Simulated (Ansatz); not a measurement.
```xyz
4

C     0.0000    0.0000   -0.5559
C     0.0000    0.0000    0.5559
H     0.0000    0.0000   -1.5449
H     0.0000    0.0000    1.5449
```

Basis set: cc-pVDZ (spherical functions). Frozen core: 2 orbitals. Charge 0, multiplicity 1.

Computed with Ansatz (development build ahead of 0.2.0); each method stands on the lowest determinant of its kind that the runs found. Restricted open shells among the atoms or ions are ROHF, correlated in semicanonical orbitals with singles.

Task: Give the atomization energy at this shape (free ground-state atoms in the same class of orbitals less the molecule, no zero-point energy) of singlet C₂H₂ by RHF-MP2, RHF.

Result:

```tsv
method	atomization energy
RHF-MP2	15.35 eV
RHF	11.85 eV
```

Caution: no unrestricted run beside it, a lower state can exist; the shape is not the minimum.
